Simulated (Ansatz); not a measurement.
Consider the formal exchange of groups at a B–C bond: `CCB(C)[SiH3]` + `[SnH4]` → `C[B]([SiH3])[SnH3]` + ethane.

Gas-phase electronic energies from Ansatz, PBE0-D4/def2-TZVP geometries. CCSD(T)/CBS is the MP2 limit (def2-TZVPP, def2-QZVPP) plus CCSD(T) − MP2 in def2-TZVPP, frozen cores. This one scheme is used for every species. Functionals use def2-TZVPP. def2 core potentials past Kr. For Sn outer-core shells are correlated without core-valence functions, which leaves a few kJ/mol of doubt a bond. One conformer a species, not always the lowest.

```
          level  ΔE (kJ/mol)
         B2PLYP         -0.9
CCSD/def2-TZVPP         -0.1
```

Problem. What does CCSD(T)/CBS give? (An estimate is asked.)

Solution. Computed: -6.2 kJ/mol. The listed levels differ from it by 5.3, 6.1 kJ/mol.

Largest T1 diagnostic among the species: 0.014.

In def2-TZVPP, CCSD(T) changes the Hartree–Fock value by −4.0 kJ/mol (the triples alone add −0.3 kJ/mol) and MP2 by −5.0 kJ/mol.
